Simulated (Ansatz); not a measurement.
Cost and result up the ladder for Al6As6H18, a cluster cut from wurtzite AlAs (hydrogen-capped) (30 atoms). The state is a singlet with charge 0. Geometry: PBE-D4/def2-SVP.

Cartesian coordinates in Å:
```
As 2.134 -1.915 0.414
Al 0.148 -2.565 -1.006
Al -1.145 -1.550 2.712
As -1.802 -1.825 0.290
As 0.466 -0.769 -2.753
Al -3.140 -0.181 -1.082
Al 2.261 0.340 1.546
As 0.019 0.680 2.489
As 2.268 1.709 -0.577
Al 0.305 1.683 -2.166
Al -0.983 2.788 1.525
As -1.668 1.837 -0.712
H 2.359 -2.997 1.459
H 3.410 -2.131 -0.398
H 0.309 -4.032 -1.614
H 0.010 -2.644 2.994
H -2.448 -1.412 3.634
H -2.610 -3.122 0.248
H 1.790 -1.015 -3.476
H -0.469 -1.053 -3.918
H -2.944 -0.611 -2.627
H -4.584 0.050 -0.426
H 3.613 0.515 2.375
H 0.423 1.054 3.915
H 3.539 1.390 -1.364
H 2.591 3.153 -0.225
H 0.553 2.622 -3.433
H -2.272 3.229 2.366
H 0.252 3.789 1.231
H -2.386 2.984 -1.422
```

Ansatz on 2 threads of AMD EPYC 7R13 on a shared host and a share (18 GiB) of an NVIDIA H100 80GB HBM3. Times are rough, and most runs start from the orbitals of an earlier one. PBE0-D4/def2-TZVP serves as the yardstick here, not as an exact answer. Differences are given only for rows in sets of like size (and for xTB, whose basis is part of the method), since another set adds its own error. Binding counts from free atoms at the same level (As quartet, Al doublet, H doublet; other spins of the atoms weren't run), without zero-point energy or a counterpoise term.

Single mean-field runs in def2-TZVP are fitted with def2-universal-jkfit.

```
                          level  functions  binding energy per atom (eV)  difference from PBE0-D4/def2-TZVP (eV)
            r2SCAN-D4/def2-TZVP        618                          2.73                                    0.04
 PBE-D4/def2-TZVP (with forces)        618                          2.70                                    0.01
                PBE-D4/def2-SVP        390                          2.71                                       –
               PBE0-D4/def2-SVP        390                          2.70                                       –
PBE0-D4/def2-TZVP (with forces)        618                          2.69                                    0.00
```

Q: Estimate how long each takes.

A: PBE-D4/def2-SVP 6 s; PBE0-D4/def2-TZVP (with forces) 7 s; PBE-D4/def2-TZVP (with forces) 7.5 s; r2SCAN-D4/def2-TZVP 8 s; PBE0-D4/def2-SVP 8.5 s. On shared hardware such times vary by a factor of up to 3.
